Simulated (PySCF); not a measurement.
Isomers of C7H10N (doublet state). Method: PySCF 2.14.0, PBE0-D3(BJ)/def2-SVP geometry optimisation, gas phase. Energies are electronic, without zero-point or thermal terms, for one conformer each. No frequencies were run at this level. Point groups hold within 0.08 Å. The open-shell SCF solutions weren't tested for stability.

Problem. Order them by energy at this level, lowest first, and give relative energies in kcal/mol.
A. `[CH3:1][CH2:2][C:3]1=[CH:4][CH:5]=[N:6][CH2:7][CH:8]1` (doublet state) with C1–C2–C3–C4 78°
B. `[CH3:1][CH2:2][C:3]1[CH:4]=[CH:5][N:6]=[CH:7][CH2:8]1` (doublet state) with C1–C2–C3–C4 -113°

Solution. B (0.0), A (2.3).

Neighbours under 5.0 kcal/mol apart (CC[C]1C=CN=CC1 and CCC1=CC=NC[CH]1) can change places with a better method, another conformer or zero-point energy.

```csv
SMILES,E (Eh),E rel (kcal/mol),dipole (D),point group,"A, B, C (MHz)",⟨S²⟩
CC[C]1C=CN=CC1,-326.85227,0.0,2.72,C1,"4542, 1426, 1176",0.800
CCC1=CC=NC[CH]1,-326.84857,2.3,2.32,C1,"4512, 1413, 1182",0.798
```
